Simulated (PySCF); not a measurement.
C₆ coefficients of unlike pairs at revPBE

Calculated with PySCF 2.14 from the dipole response of each species, C₆(A,B) = (3/π) ∫ α_A(iu) α_B(iu) du, in atomic units, from isotropic polarisabilities. For ions this is the dispersion term alone; charge-induced terms of lower order in 1/R come first.

```json
{"species": "Sn³⁺", "configuration": "[Kr] 4d10 5s1 (2S)", "basis": "def2-QZVPPD with the def2 core potential (28 electrons) (8s6p5d4f1g)", "relativity": "core potential", "α (bohr³)": "8.874", "C₆ (like pair)": "35.49"}
{"species": "Sc⁺", "configuration": "[Ar] 3d1 4s1 (3D)", "basis": "def2-QZVPPD (11s6p5d3f2g)", "relativity": "none", "α (bohr³)": "63.53", "C₆ (like pair)": "440.1"}
{"species": "O", "configuration": "[He] 2s2 2p4 (3P)", "basis": "aug-cc-pCVTZ-DK (7s6p4d2f)", "relativity": "spin-free X2C", "α (bohr³)": "5.458", "C₆ (like pair)": "16.77"}
{"species": "B⁺", "configuration": "[He] 2s2 (1S)", "basis": "x2c-TZVPPall with one added diffuse shell each of s, p, d type (6s4p3d1f)", "relativity": "spin-free X2C", "α (bohr³)": "10.66", "C₆ (like pair)": "29.02"}
```

Estimate C₆ for O with Sn³⁺.

The integral gives 24.21. The combination rule 2 C_A C_B / (C_A α_B/α_A + C_B α_A/α_B) gives 24.25 and the geometric mean 24.40.

No spin-orbit coupling is included.

The other pairs:

```csv
pair,C₆
"B⁺, O",20.37
"B⁺, Sc⁺",105.9
"B⁺, Sn³⁺",29.88
"O, Sc⁺",67.96
"Sc⁺, Sn³⁺",102.8
```
